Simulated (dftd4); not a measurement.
HSi, doublet, at a GFN2-xTB geometry; D4 for pbe0 in dftd4 4.2.0.

The dftd4 input:
```
$ dftd4 mol.xyz --func pbe0 --charge 0 --json dftd4.json --noedisp

# file mol.xyz
2

Si    -0.00000000    -0.00000000    -0.10104690
H      0.00000000     0.00000000     1.41465662
```

Question: Predict the main parts of the log of this dftd4 run.

Answer: 
```
                    ____  _____ _____     ____  _  _
      -------------|  _ \|  ___|_   _|---|  _ \| || |------------
     |             | | | | |_    | | ___ | | | | || |_           |
     |             | |_| |  _|   | ||___|| |_| |__   _|          |
     |             |____/|_|     |_|     |____/   |_|            |
     |             ===================================           |
     |            E. Caldeweyher, S. Ehlert & S. Grimme          |
     |          Mulliken Center for Theoretical Chemistry        |
     |                    University of Bonn                     |
      -----------------------------------------------------------

Rational (Becke-Johnson) damping: pbe0-D4-ATM
---------------------
  s6         1.0000
  s8         1.2007
  s9         1.0000
  a1         0.4009
  a2         5.0293
 alp        16.0000
--------------------

Dispersion energy:      -3.4789478343504E-04 Eh

[Info] JSON dump of results written to 'dftd4.json'
```
